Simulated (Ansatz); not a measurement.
Question: Name a neutral molecule of C, F, N, Nb, O and H with HOMO–LUMO gap (PBE0/def2-TZVPP) between 6.30 and 6.60 eV and size of the dipole moment (B3LYP/def2-TZVPP) between 2.40 and 2.70 D (Ansatz, PBE0-D4/def2-TZVP geometry).

Answer: `C[N](C)[Nb](=[NH])([OH])[F]` (6.33 eV, 2.54 D); `C[O][Nb]([CH3])([F])=[N]C(C)(C)C` (6.41 eV, 2.54 D). Other molecules can fit too; these were computed, each in one conformer that needn't be the lowest.

B3LYP here is the variant with VWN-RPA as its local correlation; programs differ in this.
